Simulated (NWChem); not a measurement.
CH₄F₂OSi; SMILES O[Si](F)(C)F

```xyz
9

C      0.3840    -1.7928     0.0022
Si    -0.0184    -0.0025    -0.0007
O     -1.6410     0.2168    -0.0085
F      0.6390     0.7458    -1.2735
F      0.6270     0.7482     1.2768
H     -0.0349    -2.2813     0.8942
H      1.4735    -1.9440     0.0023
H     -0.0349    -2.2836    -0.8886
H     -1.9831     1.1157    -0.0093
```
Atoms are numbered in this order, from 1.

Computed with NWChem. STO-3G and 3-21G are far too small for this property and stand as cheap habits. The geometry was optimised at PBE0/def2-SVP. GIAO values for the isolated, static molecule; σ is the absolute isotropic shielding, δ = σ(reference) − σ with the isolated reference molecule computed at the same levels (13C: tetramethylsilane, 19F: trichlorofluoromethane, 1H: tetramethylsilane, 17O: water, 29Si: tetramethylsilane).

| level | δ C1 (ppm) | δ Si2 (ppm) | δ O3 (ppm) | δ F4 (ppm) | δ H6 (rotor mean) (ppm) | δ H9 (ppm) |
|---|---|---|---|---|---|---|
| Hartree-Fock/STO-3G | … | … | … | … | … | … |
| KT2/pcSseg-1 | -8.8 | -31.3 | 61.4 | -157.4 | 0.22 | 2.17 |
| LDA (Slater exchange, VWN5)/pcSseg-1 | -9.8 | -29.5 | 75.8 | -148.4 | 0.21 | 2.42 |
| PBE0/pcSseg-1 | -8.4 | -34.7 | 57.0 | -136.0 | 0.28 | 2.30 |

Q: Some entries are withheld; supply them.

A: 
- Hartree-Fock/STO-3G, δ C1 (ppm): -6.0
- Hartree-Fock/STO-3G, δ Si2 (ppm): 5.7
- Hartree-Fock/STO-3G, δ O3 (ppm): -82.6
- Hartree-Fock/STO-3G, δ F4 (ppm): -168.7
- Hartree-Fock/STO-3G, δ H6 (rotor mean) (ppm): 0.48
- Hartree-Fock/STO-3G, δ H9 (ppm): -2.53
